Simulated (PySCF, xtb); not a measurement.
C₂H₄F₂OSi, SMILES O=C([SiH3])C(F)F.

GFN2-xTB run with xtb 6.7.1 at its own geometry gives an orbital gap of 2.51 eV and a dipole moment of 1.49 D.

The structure is a stationary point at B3LYP-D3(BJ)/def2-SVP. One conformer was computed; it need not be the lowest.

**Question.** What does PBE/def2-TZVP (PySCF) give? (The exact figures need the calculation; the answer reports its results.)

**Answer.** gap 2.86 eV (levels -6.14 and -3.28 eV), dipole 0.59 D.
